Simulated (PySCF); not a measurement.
Match the calculated data to a structure.

All candidates are C3H11FOSi2.

| technique | computed result |
| --- | --- |
| 13C NMR | chemical shifts (computed TMS as zero) by class: 122.8 (1 C), 48.0 (1 C), 18.0 (1 C) ppm [GIAO PBE0/pcSseg-1] |
| Polarisability | 96.9 au [B3LYP/def2-SVPD] |
| UV, first state | lowest singlet excitation: 6.96 eV (178 nm, f = 0.005) [TDDFT B3LYP/def2-SVPD] |
| Rotational structure | rotational constants A, B, C: 2.061, 1.306, 0.980 GHz [GFN2-xTB] |
| NMR, other nuclei | isotropic shieldings of nuclei other than C and H, by class: 245 (1 O), 319 (1 F), 413 (1 Si), 425 (1 Si) ppm [GIAO PBE0/pcSseg-1] |
| Triplet | lowest triplet excitation (Tamm–Dancoff): 6.75 eV [TDA B3LYP/def2-SVPD] |
| 1H NMR | chemical shifts (computed TMS as zero) by class: 3.98 (3 H), 3.95 (3 H), 3.65 (3 H), 2.08 (1 H), 0.95 (1 H) ppm [GIAO PBE0/pcSseg-1] |
| Dipole | 1.71 D [B3LYP/def2-SVPD] |

Gas-phase values; electronic properties from PySCF, density fitting. Levels stand in brackets. One conformer (not necessarily the lowest) at the GFN2-xTB geometry, without solvent, vibrations or thermal averaging. Each NMR value is the plain mean over a class of atoms that symmetry, rotation or inversion makes alike.

Question: Which candidate is it?
A. `CCO[Si@H](F)[SiH2]C`
B. `C[Si](C)(CF)O[SiH3]`
C. `CO[C@@](F)([SiH3])C[SiH3]`
D. `CC[C@H](F)[SiH2]O[SiH3]`

Answer: C. It is `CO[C@@](F)([SiH3])C[SiH3]`. Numbering: `[CH3:1][O:2][C@@:3]([F:4])([SiH3:5])[CH2:6][SiH3:7]`. Its formula, C3H11FOSi2, gives 0 degrees of unsaturation, so no ring and no π bond. 3 carbons fall into 3 classes; from least to most shielded: sp3 C–F carbon [C3] (122.8 ppm), methoxy carbon [C1] (48.0 ppm), sp3 carbon bound to silicon [C6] (18.0 ppm). Hydrogen classes from least to most shielded: 3 H on an SiH3 silicon, Si7 (3.98 ppm), 3 H on an SiH3 silicon, Si5 (3.95 ppm), 3 H on a methoxy carbon, C1 (3.65 ppm), 1 H on an sp3 carbon bound to silicon, C6 (2.08 ppm), 1 H on an sp3 carbon bound to silicon, C6 (0.95 ppm). The other shieldings belong to: 245 ppm, ether oxygen [O2]; 319 ppm, alkyl fluorine [F4]; 413 ppm, SiH3 silicon [Si5]; 425 ppm, SiH3 silicon [Si7]. The optimised geometry has point group C1 and is an asymmetric top.

The others, at the same levels:
- `CC[C@H](F)[SiH2]O[SiH3]` fails: its computed 13C shifts are 95.4 (1 C), 26.7 (1 C), 14.3 (1 C) ppm, 1H shifts are 5.19 (3 H), 4.97 (1 H), 4.89 (1 H), 4.67 (1 H), 1.69 (1 H), 1.26 (3 H), 1.15 (1 H) ppm and rotational constant A is 3.857 GHz (against 2.061 GHz).
- `CCO[Si@H](F)[SiH2]C` fails: its computed 13C shifts are 62.0 (1 C), 18.0 (1 C), -11.0 (1 C) ppm, 1H shifts are 5.64 (1 H), 4.38 (1 H), 4.16 (1 H), 3.81 (1 H), 3.66 (1 H), 1.31 (3 H), 0.24 (3 H) ppm and rotational constant A is 3.502 GHz (against 2.061 GHz).
- `C[Si](C)(CF)O[SiH3]` fails: it has 2 carbon classes against 3; its computed 13C shifts are 83.3 (1 C), -1.6 (2 C) ppm, 1H shifts are 5.20 (3 H), 4.64 (2 H), 0.13 (6 H) ppm and rotational constant A is 1.791 GHz (against 2.061 GHz).

Each candidate is one conformer, not necessarily the lowest. Dipoles, sizes and rotational constants follow the conformer. The torsions of the flexible species, by atom-mapped SMILES:
- `[CH3:1][O:2][C@@:3]([F:4])([SiH3:5])[CH2:6][SiH3:7]`: C1–O2–C3–F4 64°, O2–C3–C6–Si7 177°
- `[CH3:1][CH2:2][C@H:3]([F:4])[SiH2:5][O:6][SiH3:7]`: C1–C2–C3–F4 -65°, C2–C3–Si5–O6 178°, C3–Si5–O6–Si7 -31°
- `[CH3:1][CH2:2][O:3][Si@H:4]([F:5])[SiH2:6][CH3:7]`: C1–C2–O3–Si4 -78°, C2–O3–Si4–F5 -49°, O3–Si4–Si6–C7 115°
- `[CH3:1][Si:2]([CH3:3])([CH2:4][F:5])[O:6][SiH3:7]`: C1–Si2–C4–F5 177°, C1–Si2–O6–Si7 177°
